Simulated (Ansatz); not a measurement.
Reaction (formal exchange of groups at the Al–B bond): `C[SiH2][B](C)[AlH2]` + `O=C[SiH2][SiH3]` → `O=C[SiH2][SiH2][AlH2]` + `CB[SiH2]C`

Computed with Ansatz on PBE0-D4/def2-TZVP structures; ΔE is electronic, products minus reactants. CCSD(T)/CBS is the MP2 limit (def2-TZVPP, def2-QZVPP) plus CCSD(T) − MP2 in def2-TZVPP, frozen cores. One conformer a species, not always the lowest.

```csv
species,MP2/def2-TZVPP energy (Eh)
`C[SiH2][B](C)[AlH2]`,-637.76820
`O=C[SiH2][SiH3]`,-694.76151
`O=C[SiH2][SiH2][AlH2]`,-937.33142
`CB[SiH2]C`,-395.21400
```

Task: Work out ΔE.

Result: ΔE = (-937.33142) + (-395.21400) − (-637.76820) − (-694.76151) = -0.01571 Eh = -9.9 kcal/mol. CCSD(T)/CBS gives -9.7 kcal/mol.

Largest T1 diagnostic among the species: 0.016.
